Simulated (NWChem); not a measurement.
System: CdBrF; SMILES [F][Cd][Br]

Results from NWChem. This build's default masses of Se (78.918 u) and Br (79.917 u) are each other's, which moves their modes by up to 0.6 %. def2 effective core potentials on Cd; no spin-orbit coupling. Each level has its own optimisation; frequencies are unscaled.

Task: Among these, which level gives the lowest value of “highest harmonic frequency (cm⁻¹)”?
A. LDA (Slater exchange, VWN5)/def2-SVP
B. PBE0/def2-SVP
C. PBE/def2-SVP

Result: C, PBE/def2-SVP. Values: PBE/def2-SVP 601; PBE0/def2-SVP 626; LDA (Slater exchange, VWN5)/def2-SVP 642
